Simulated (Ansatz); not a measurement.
B9As9 was relaxed with PBE-D4 (def2-SVP) in Ansatz in these states: charge -1 doublet, neutral singlet. The geometries follow in no particular order.

Single mean-field runs in def2-SVP are fitted with def2-universal-jkfit.

A:

```xyz
18

As    1.9243   -0.9871   -1.8895
As   -0.0262    4.6000    1.6892
As   -2.5899    2.4242   -0.4682
As    1.4593    2.0438   -0.8093
As    2.0832   -4.2748    1.0687
As    1.0367   -0.6258    1.5602
As   -2.5388   -2.5331   -1.3836
As    1.2419   -3.2833   -1.0504
As   -1.5982    1.0161    1.5449
B     0.6410    3.1052    0.6858
B     1.7357    0.0728   -0.2053
B     0.3630   -1.2129   -0.4407
B    -0.5055    1.9171   -0.1199
B    -1.1221    3.1495    0.8804
B    -1.5489    0.5895   -0.4196
B    -0.6942   -2.5165   -0.9623
B    -1.3887   -0.9874   -0.8511
B     1.5274   -2.4974    1.1706
```

B:

Cartesian coordinates in Å:
```
As 1.2225 1.4986 -1.7991
As 0.6300 -4.0235 1.5004
As 2.5978 -0.3192 2.1661
As 1.9207 -1.7800 -1.3579
As -2.6387 1.9117 -3.4305
As -1.4340 -0.7514 -1.1653
As -2.1650 2.3450 1.4492
As -0.8996 2.8513 -1.9265
As 0.3771 -0.7321 3.2556
B 0.9505 -2.6536 0.1973
B 0.4591 -0.3431 -1.7299
B 0.1099 0.4771 -0.1310
B 1.4043 -0.9270 0.4909
B 0.9077 -2.0327 1.8058
B 0.7270 0.3764 1.4975
B -1.4559 1.5576 -0.2706
B -0.4917 1.4464 1.1991
B -2.2217 1.0985 -1.7509
```

Task: Judge from the bond lengths which geometry belongs to which state (an estimate).

Result: A is the neutral singlet (As8–B12 2.330 Å, As9–B13 2.186 Å, As3–B14 2.121 Å); B is the charge -1 doublet (As8–B12 3.143 Å, As9–B13 2.956 Å, As3–B14 2.434 Å).
